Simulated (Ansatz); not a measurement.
## K⁺ ··· CH4

The pair of K⁺ (SMILES [K+], atom 1) and CH4 (SMILES C, atoms 2–6), both closed shells, in one local arrangement (a lower one may exist), relaxed at PBE0-D4/def2-TZVP:

```
6
angstrom
K 0.2240 0.4954 -2.8614
C -0.0435 -0.0961 0.5549
H 0.5465 -0.9070 0.1221
H 0.4531 0.8673 0.4198
H -0.1265 -0.2799 1.6246
H -1.0536 -0.0797 0.1400
```

Ansatz 0.2.0; basis: def2-TZVPPD, with def2-QZVPPD for the basis limit; cores frozen in the correlated methods. The outer core shell of Li, Na, Mg and K is correlated. The def2 sets are not built for correlating such inner shells, so the correlated values are less sure here. B3LYP uses VWN-RPA correlation. Extrapolation: Hartree–Fock as exp(−7.88 √X), correlation as X^−2.97. Interaction energies count from these two fragments, frozen as in the pair, with the counterpoise correction; negative means bound.

(1) What is the interaction energy by CCSD(T) at an estimated basis limit (MP2 extrapolated from triple and quadruple zeta, plus CCSD(T) − MP2 in triple zeta)? (An estimate is asked for; the value comes from the calculation.)

The T1 diagnostic stays at or below 0.008.

Results:

(1) The calculation gives: -16.1 kJ/mol. Hartree–Fock alone gives -12.6 kJ/mol at the basis limit. It counts from the two fragments frozen as in the pair.

The same quantity by other methods in triple zeta, and each one's difference from that estimate:
```json
{"method": "PBE-D4", "E_int (kJ/mol)": "-22.9", "difference": "-6.8"}
{"method": "revPBE-D4", "E_int (kJ/mol)": "-28.2", "difference": "-12.1"}
{"method": "BLYP-D4", "E_int (kJ/mol)": "-27.5", "difference": "-11.4"}
{"method": "r2SCAN-D4", "E_int (kJ/mol)": "-17.6", "difference": "-1.5"}
{"method": "B97M-V", "E_int (kJ/mol)": "-15.9", "difference": "0.2"}
{"method": "PBE0-D4", "E_int (kJ/mol)": "-21.5", "difference": "-5.4"}
{"method": "B3LYP-D4", "E_int (kJ/mol)": "-25.3", "difference": "-9.2"}
{"method": "HSE06-D4", "E_int (kJ/mol)": "-21.4", "difference": "-5.3"}
{"method": "wB97X-V", "E_int (kJ/mol)": "-16.4", "difference": "-0.3"}
{"method": "wB97M-V", "E_int (kJ/mol)": "-16.4", "difference": "-0.3"}
{"method": "B2PLYP", "E_int (kJ/mol)": "-14.7", "difference": "1.4"}
{"method": "HF", "E_int (kJ/mol)": "-12.5", "difference": "3.6"}
{"method": "MP2", "E_int (kJ/mol)": "-15.4", "difference": "0.7"}
{"method": "CCSD", "E_int (kJ/mol)": "-14.8", "difference": "1.3"}
{"method": "CCSD(T)", "E_int (kJ/mol)": "-15.1", "difference": "1.0"}
```
Differences are method less estimate.

Basis-set superposition shift (counterpoise-corrected less uncorrected): CCSD(T) 1.9; MP2 1.7; HF 0.2; PBE0-D4 0.4; wB97M-V 0.4 kJ/mol.

For scale, one of the runs: CCSD(T)/def2-TZVPPD, 141 basis functions, launched by `ansatz run in.yaml --threads 2 --pin off --events-out ev --progress --plain --max-ram 5222MiB`. Hardware: 2 CPU threads of an Arm Neoverse V1, shared host. Wall time 8 s; peak host memory 0.8 GiB.
